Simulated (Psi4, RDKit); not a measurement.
Torsional profile of SMILES C#Cc1cc(N)ccc1 (C₈H₇N). Scanned: dihedral C6–C7–N8–H14; all other coordinates were relaxed at GFN2-xTB. Heavy atoms are numbered in the order of the SMILES C#Cc1cccc(N)c1, hydrogens after them in the order of the atoms that carry them; the mirror image has the same energies with the sign of each dihedral reversed.

Computed with: PBE/def2-SVP // GFN2-xTB (Psi4); PBE-D3(BJ)/def2-SVP // GFN2-xTB (Psi4); UFF // GFN2-xTB (RDKit).

Energies in kJ/mol, each method relative to its own lowest point.

```json
[
 {"φ / °": "-165", "PBE/def2-SVP": "0.0", "PBE-D3(BJ)/def2-SVP": "0.0", "UFF": "8.1"},
 {"φ / °": "-150", "PBE/def2-SVP": "0.7", "PBE-D3(BJ)/def2-SVP": "0.6", "UFF": "13.3"},
 {"φ / °": "-135", "PBE/def2-SVP": "4.2", "PBE-D3(BJ)/def2-SVP": "4.2", "UFF": "20.4"},
 {"φ / °": "-120", "PBE/def2-SVP": "10.0", "PBE-D3(BJ)/def2-SVP": "10.0", "UFF": "28.6"},
 {"φ / °": "-105", "PBE/def2-SVP": "17.2", "PBE-D3(BJ)/def2-SVP": "17.2", "UFF": "36.8"},
 {"φ / °": "-90", "PBE/def2-SVP": "23.2", "PBE-D3(BJ)/def2-SVP": "23.2", "UFF": "44.6"},
 {"φ / °": "-75", "PBE/def2-SVP": "15.6", "PBE-D3(BJ)/def2-SVP": "15.6", "UFF": "37.4"},
 {"φ / °": "-60", "PBE/def2-SVP": "8.5", "PBE-D3(BJ)/def2-SVP": "8.4", "UFF": "28.5"},
 {"φ / °": "-45", "PBE/def2-SVP": "3.1", "PBE-D3(BJ)/def2-SVP": "3.1", "UFF": "19.7"},
 {"φ / °": "-30", "PBE/def2-SVP": "0.3", "PBE-D3(BJ)/def2-SVP": "0.2", "UFF": "12.3"},
 {"φ / °": "-15", "PBE/def2-SVP": "0.2", "PBE-D3(BJ)/def2-SVP": "0.2", "UFF": "6.5"},
 {"φ / °": "0", "PBE/def2-SVP": "1.6", "PBE-D3(BJ)/def2-SVP": "1.6", "UFF": "0.0"},
 {"φ / °": "15", "PBE/def2-SVP": "0.2", "PBE-D3(BJ)/def2-SVP": "0.2", "UFF": "6.4"},
 {"φ / °": "30", "PBE/def2-SVP": "0.3", "PBE-D3(BJ)/def2-SVP": "0.3", "UFF": "12.3"},
 {"φ / °": "45", "PBE/def2-SVP": "3.1", "PBE-D3(BJ)/def2-SVP": "3.1", "UFF": "19.7"},
 {"φ / °": "60", "PBE/def2-SVP": "8.5", "PBE-D3(BJ)/def2-SVP": "8.5", "UFF": "28.5"},
 {"φ / °": "75", "PBE/def2-SVP": "15.6", "PBE-D3(BJ)/def2-SVP": "15.5", "UFF": "37.4"},
 {"φ / °": "90", "PBE/def2-SVP": "23.2", "PBE-D3(BJ)/def2-SVP": "23.2", "UFF": "44.6"},
 {"φ / °": "105", "PBE/def2-SVP": "17.2", "PBE-D3(BJ)/def2-SVP": "17.2", "UFF": "36.8"},
 {"φ / °": "120", "PBE/def2-SVP": "10.0", "PBE-D3(BJ)/def2-SVP": "10.0", "UFF": "28.6"},
 {"φ / °": "135", "PBE/def2-SVP": "4.2", "PBE-D3(BJ)/def2-SVP": "4.2", "UFF": "20.4"},
 {"φ / °": "150", "PBE/def2-SVP": "0.6", "PBE-D3(BJ)/def2-SVP": "0.6", "UFF": "13.4"},
 {"φ / °": "165", "PBE/def2-SVP": "0.0", "PBE-D3(BJ)/def2-SVP": "0.0", "UFF": "8.1"},
 {"φ / °": "180", "PBE/def2-SVP": "1.7", "PBE-D3(BJ)/def2-SVP": "1.8", "UFF": "0.9"}
]
```
